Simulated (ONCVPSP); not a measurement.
**Ranking ONCV potentials for Sr (Z = 38)**

All share these settings but for the change named:

```json
{
 "Element": "strontium (Sr)",
 "Generator": "ONCVPSP 4.0.1",
 "Type": "optimised norm-conserving Vanderbilt (ONCV)",
 "Functional": "LDA (Perdew-Zunger)",
 "Relativity": "scalar-relativistic",
 "Frozen core": "[Ar] 3d10",
 "Valence charge": "10",
 "Reference configuration": "4s2 4p6 5s0.5 (charge +1.5)",
 "Partial waves": "4s+5s: rc 2.30 bohr, ncon 4, nbas 7, qcut 6.2 1/bohr, 2 projectors; 4p: rc 1.85 bohr, ncon 5, nbas 9, qcut 7.6 1/bohr, 2 projectors, debl 3.4 Ha; d scattering state at 0.06 Ha: rc 1.85 bohr, ncon 5, nbas 9, qcut 5 1/bohr, local; f scattering state at 0.29 Ha: rc 1.95 bohr, ncon 4, nbas 9, qcut 4.9 1/bohr, 2 projectors, debl 3.3 Ha",
 "Local potential": "the d channel",
 "Core correction": "Teter function fitted to the true core (icmod 2), fcfact 0.45"
}
```

In the d channel the program set the typed energies aside and used 0.050 Ha.

Test errors are all-electron minus pseudo excitation energies from the reference, over 4s2 4p6 5s2; 4s2 4p6 5s1; 4s2 4p6 5s0; 4s2 4p5 5s2. None of these files shows a bound ghost.

The base gives 4.8 meV.

Of 10 variants that were run, those that failed, showed a ghost or another fault, or gave nearly equal values are left out.

A variant can come out equal or close to the base, since the largest error may sit in a test that the change hardly touches while other tests move.

Q: Rank these variants by their largest absolute test error, smallest first.
A. all radii but the core radius scaled by about 1.31 (s 3.00, p 2.42, d 2.42, f 2.54 bohr)
B. all radii but the core radius scaled by about 0.91 (s 2.08, p 1.68, d 1.68, f 1.76 bohr)
C. all radii but the core radius scaled by about 1.25 (s 2.88, p 2.32, d 2.32, f 2.44 bohr)
D. all radii but the core radius scaled by about 1.21 (s 2.78, p 2.24, d 2.24, f 2.36 bohr)
E. all radii but the core radius scaled by about 1.04 (s 2.38, p 1.92, d 1.92, f 2.02 bohr)

A: C (0.9 meV), A (1.1 meV), D (1.9 meV), B (3.2 meV), E (5.0 meV).
